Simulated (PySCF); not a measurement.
Compound: CH6N2Si.
Numbering: `[CH2:1]=[N:2][SiH2:3][NH2:4]` (hydrogens: H5, H6 on C1; H7, H8 on Si3; H9, H10 on N4)

Method: PySCF 2.14.0, PBE0-D3(BJ)/def2-SVP geometry optimisation, gas phase; density fitting, grid level 1; the optimiser is geomeTRIC in internal coordinates, started from a GFN2-xTB structure with every atom displaced at random (about 0.01 Å).

The end geometry, which sets the zero of energy:
```
atom  x, y, z in Å
C1      1.9682   -0.4085   -0.1911
N2      0.8745   -0.0790   -0.7257
Si3    -0.4871    0.6199    0.1537
N4     -1.9596   -0.2503   -0.0414
H5      2.7874   -0.8451   -0.7951
H6      2.1990   -0.2964    0.8931
H7     -0.1753    0.6636    1.6215
H8     -0.6747    1.9846   -0.4129
H9     -2.0761   -1.1416    0.4281
H10    -2.4046   -0.2681   -0.9527
```

**Question.** These geometries come from the run, each turned onto the end geometry. Order them by energy, lowest first.
A.
```
atom  x, y, z in Å
C1      1.9881   -0.4568   -0.1881
N2      0.8385   -0.0408   -0.5598
Si3    -0.5340    0.6819    0.2338
N4     -1.8994   -0.2501   -0.0485
H5      2.6389   -0.8867   -0.9320
H6      2.3521   -0.3575    0.8268
H7     -0.4162    0.7913    1.7019
H8     -0.6540    1.9636   -0.4551
H9     -1.9879   -1.1677    0.3822
H10    -2.2743   -0.2982   -0.9835
```
B.
```
atom  x, y, z in Å
C1      1.9766   -0.4114   -0.1917
N2      0.8671   -0.0849   -0.6914
Si3    -0.4940    0.6229    0.1682
N4     -1.9637   -0.2504   -0.0422
H5      2.7700   -0.8587   -0.8216
H6      2.2450   -0.2910    0.8822
H7     -0.2134    0.6877    1.6414
H8     -0.6706    1.9811   -0.4175
H9     -2.0754   -1.1498    0.4129
H10    -2.3900   -0.2664   -0.9628
```
C.
```
atom  x, y, z in Å
C1      1.9835   -0.4219   -0.2115
N2      0.8597   -0.0889   -0.6694
Si3    -0.5027    0.6256    0.1809
N4     -1.9697   -0.2490   -0.0403
H5      2.7960   -0.8680   -0.8192
H6      2.2618   -0.2904    0.8595
H7     -0.2395    0.7081    1.6560
H8     -0.6748    1.9794   -0.4166
H9     -2.0782   -1.1543    0.4045
H10    -2.3843   -0.2617   -0.9663
```

**Answer.** B (0.002 eV), C (0.018 eV), A (0.165 eV).

In the order of the answer:

```
step  E above end (eV)  largest force (eV/Å)  rms force component (eV/Å)  rms distance from end (Å)  rms bond change (Å)  bond most changed (Å)
   4             0.002                  0.10                       0.026                      0.029                0.002          N2–Si3 -0.007
   2             0.018                  0.59                       0.145                      0.045                0.003          N2–Si3 -0.007
   0             0.165                  2.63                       0.722                      0.154                0.026          Si3–N4 -0.044
```

The cost below is that of the whole optimisation. The run took 15 s wall on one thread, Arm Neoverse V2 (aarch64), no GPU, shared host with 32 logical CPUs at a one-minute load of 11, and the process peaked at 0.38 GiB of memory.
